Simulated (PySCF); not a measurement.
# Ionisation energy of N²⁺ by level of theory

N²⁺ [He] 2s2 2p1 (2P) → N³⁺ [He] 2s2 (1S), as a difference of total energies. All numbers are calculated (PySCF 2.14, the non-relativistic Hamiltonian (point nucleus), in 6-31G* (3s2p1d, 14 functions)). Correlated levels: valence: 1s2 frozen. The calculations carry no spin-orbit coupling.

```csv
method,ionisation energy (eV)
UHF,47.344
PBE0,48.065
LDA,47.890
MP2 (valence),47.325
SCS-MP2 (valence),47.267
CCSD (valence),47.047
CCSD(T) (valence),47.062
```

Problem. How much does correlation contribute at CCSD(T) (valence)?

Solution. 47.062 − (47.344) = -0.282 eV, measured against UHF.

Errors of the correlated levels include the incompleteness of this basis and the frozen core.

The coupled-cluster amplitudes are large for N³⁺ (T1 above 0.03 or a double amplitude above 0.15), so a single reference is strained.

For comparison: 47.445 eV (semi-empirical (NIST evaluation); NIST Atomic Spectra Database, ionization energies).
